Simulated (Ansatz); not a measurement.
Q: Name a neutral molecule of Cl, S, Sn and H with LUMO energy (PBE/def2-TZVPP) between -3.65 and -3.35 eV and zero-point energy (PBE0-D4/def2-TZVP) between 48 and 64 kJ/mol (Ansatz, PBE0-D4/def2-TZVP geometry).

A: `[SH][Sn]([SH])([Cl])[Cl]` (-3.43 eV, 54.7 kJ/mol). Other molecules can fit too; these were computed, each in one conformer that needn't be the lowest.
